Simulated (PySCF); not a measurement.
## Worked example: dipole moment from atomic charges

FH3S3Sn, SMILES [Sn]([SH])([F])([SH])[SH]. Atoms are numbered in the order given.

```xyz
8

F     -1.3059     1.6182    -0.1594
Sn    -0.0854     0.0996    -0.0310
S     -1.0123    -1.6810    -1.3757
S      2.0838     0.6592    -0.9348
S     -0.0368    -0.2250     2.3737
H     -2.2477    -1.5032    -0.8476
H      2.5298     1.0320     0.2888
H     -0.8154     0.8731     2.5333
```

Geometry: B3LYP-D3(BJ)/def2-SVP. The structure was generated by enumeration; whether it is a known compound was not checked. The def2 effective core potentials stand for the cores of Sn; spin–orbit coupling is left out. The values are those of a single conformer.

Charges (e) from PBE/def2-TZVP run with PySCF:

```
atom  Mulliken  ESP fit
----  --------  -------
F1      -0.432   -0.314
Sn2      0.948    0.382
S3      -0.354   -0.188
S4      -0.353   -0.150
S5      -0.367   -0.266
H6       0.182    0.181
H7       0.183    0.145
H8       0.192    0.210
```

The dipole moment of the full density is 1.29 D.

What dipole moment does each set of point charges give, and which comes closer to that of the density?


μ = Σ q r, and 1 e Å = 4.8032 D.
Mulliken: Σ q r = (0.017, -0.077, 0.370) e Å, |μ| = 1.82 D.
ESP fit: Σ q r = (0.054, -0.132, 0.226) e Å, |μ| = 1.28 D.
ESP fit comes closer in size. Point charges leave out the atoms' own dipoles (lone pairs, polarised bonds); fits to the potential absorb them, partitions of the density don't.
